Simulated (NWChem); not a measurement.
Species: MgGeH₄Se; SMILES [Mg]([GeH3])[SeH]

```xyz
7

Mg    -0.0080     0.0824     0.0002
Se    -0.0290     2.5221     0.0000
H      1.4457     2.5254     0.0001
Ge    -0.0105    -2.4985     0.0000
H     -0.6412    -3.1060    -1.2763
H      1.4118    -3.1032     0.0908
H     -0.7981    -3.1055     1.1862
```
Atoms are numbered in this order, from 1.

Results from NWChem. Structure relaxed at the PBE0/def2-SVP level. Total energies compare along this basis series because the functional is fixed.

```json
[
 {"level": "Hartree-Fock/pcseg-1", "basis functions": "84", "energy (Ha)": "-4676.5850", "highest occupied level (eV)": "-9.18", "orbital gap (eV)": "10.21", "dipole (D)": "1.07"},
 {"level": "Hartree-Fock/aug-pcseg-1", "basis functions": "122", "energy (Ha)": "-4676.5950", "highest occupied level (eV)": "-9.26", "orbital gap (eV)": "9.53", "dipole (D)": "0.92"},
 {"level": "Hartree-Fock/pcseg-2", "basis functions": "161", "energy (Ha)": "-4677.2256", "highest occupied level (eV)": "-9.25", "orbital gap (eV)": "10.31", "dipole (D)": "0.90"},
 {"level": "Hartree-Fock/STO-3G", "basis functions": "49", "energy (Ha)": "-4624.8306", "highest occupied level (eV)": "-5.93", "orbital gap (eV)": "13.89", "dipole (D)": "1.43"},
 {"level": "Hartree-Fock/def2-SVP", "basis functions": "102", "energy (Ha)": "-4676.5663", "highest occupied level (eV)": "-9.19", "orbital gap (eV)": "10.18", "dipole (D)": "0.71"}
]
```
